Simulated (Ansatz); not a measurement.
```xyz
7

S    -2.156   -0.351   -0.224
Ti   -0.042    0.105    0.403
S     0.907    0.849   -1.507
Cl   -0.109    1.682    1.897
Cl    1.012   -1.677    1.091
H    -1.728   -1.517   -0.753
H     2.116    0.909   -0.908
```

Charge 0, multiplicity 1.

**Question.** List the PBE0/def2-TZVPP orbital energies in eV (Ansatz). (Estimate.)

**Answer.** Computed: Occupied: -4876.54, -2767.75, -2767.72, -2423.06, -2422.82, -546.78, -456.46, -456.45, -456.41, -259.61, -259.58, -218.43, -218.19, -197.82, -197.80, -197.79, -197.77, -197.76, -197.75, -162.26, -162.15, -162.13, -162.01, -161.90, -161.87, -67.96, -43.43, -43.38, -43.27, -22.99, -22.82, -20.71, -20.41, -12.18, -11.97, -11.16, -10.89, -10.38, -10.12, -10.07, -9.67, -9.52, -9.32, -8.47, -8.12. Lowest empty: -3.36, -3.25, -2.68, -2.56, -2.42, -0.31, 0.45, 1.42.
